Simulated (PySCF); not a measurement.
**Cu²⁺ (copper, charge +2): UHF calculation**

Configuration: [Ar] 3d8 4p1, one real determinant (an excited configuration). Computed with PySCF 2.14 in aug-cc-pwCVTZ-DK, with scalar relativity by spin-free X2C-1e.

```json
{
 "Total energy": "-1651.802043 hartree",
 "One-electron energy": "-2270.3541 hartree",
 "Hartree (Coulomb) energy": "684.3455 hartree",
 "Exchange energy": "-65.7935 hartree",
 "⟨S²⟩": "3.7518",
 "⟨L²⟩": "14.024",
 "Sum of ⟨r⟩": "17.15 bohr",
 "Sum of ⟨r²⟩": "21.01 bohr²",
 "Traceless quadrupole moment −½Σ⟨3z² − r²⟩ along its main axis": "-3.31 e·bohr²",
 "Langevin diamagnetic susceptibility": "-16.6 ×10⁻⁶ cm³/mol"
}
```

| shell | electrons | mean orbital energy (hartree) | spread (hartree) | rms radius, mean of both spins (bohr) |
| --- | --- | --- | --- | --- |
| 1s α | 1 | -333.81365 | 0 | 0.0601 |
| 1s β | 1 | -333.81071 | 0 | 0.0601 |
| 2s α | 1 | -43.08277 | 0 | 0.254 |
| 2s β | 1 | -42.99698 | 0 | 0.254 |
| 2p α | 3 | -37.22379 | 0.00322 | 0.228 |
| 2p β | 3 | -37.13820 | 0.00454 | 0.228 |
| 3s α | 1 | -6.59562 | 0 | 0.757 |
| 3s β | 1 | -6.37531 | 0 | 0.757 |
| 3p α | 3 | -4.80151 | 0.00295 | 0.799 |
| 3p β | 3 | -4.53673 | 0.01553 | 0.799 |
| 3d α | 5 | -1.87729 | 0.06903 | 0.956 |
| 3d β | 3 | -1.77071 | 0.01172 | 0.956 |
| 4p α | 1 | -0.77574 | 0 | 2.87 |

⟨L²⟩ = 14.02 against 20 for a pure G term, so this real determinant mixes terms.

Densities and radii are taken from the X2C orbitals without a picture-change correction, which distorts them close to the nucleus.

Spin-orbit constants ζ (cm⁻¹) from the X2C one-electron operator on these orbitals: bare nucleus, nucleus screened by l(l+1)(2l+1)/3 electrons, and screened by the Breit-Pauli mean field of the electrons.

```tsv
shell	bare	screened nucleus	mean field
2p	115100	107200	n/a
3p	14840	13820	n/a
3d	1524	998.2	n/a
4p	867.6	807.8	n/a
```

To first order the Landé constant is A = -182.2 cm⁻¹, so the lowest level has J = 11/2 and lies 0.136 eV below the centre of the term. This holds in LS coupling only.
